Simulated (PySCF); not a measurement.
## Rubidium: highly charged ions in a basis for the neutral atom

Rb⁵⁺ [Ar] 3d10 4s2 4p2, Rb⁶⁺ [Ar] 3d10 4s2 4p1. Calculation: PySCF 2.14, in def2-SVP with the def2 core potential (28 electrons) (5s3p2d, 24 functions); scalar relativity through the core potential. No spin-orbit coupling, so a gap to NIST mixes the basis error with missing relativistic terms.

Changed run: basis of the neutral atom used for a highly charged ion. This setting is unsound on purpose.

| species | method | sound run (hartree) | changed run (hartree) | converged |
| --- | --- | --- | --- | --- |
| Rb⁵⁺ | UHF | not run | -16.86965 | yes |
| Rb⁵⁺ | PBE | not run | -17.00119 | yes |
| Rb⁵⁺ | B3LYP | not run | -17.00244 | yes |
| Rb⁶⁺ | UHF | not run | -13.82599 | yes |
| Rb⁶⁺ | PBE | not run | -13.93595 | yes |
| Rb⁶⁺ | B3LYP | not run | -13.93517 | yes |

Ionisation energy of Rb⁵⁺:

```csv
method,changed run (eV),NIST (eV)
UHF,82.822,82.9 ± 2
PBE,83.409,82.9 ± 2
B3LYP,83.465,82.9 ± 2
```

The contracted functions were made for the neutral atom and can be too rigid for a highly charged ion.
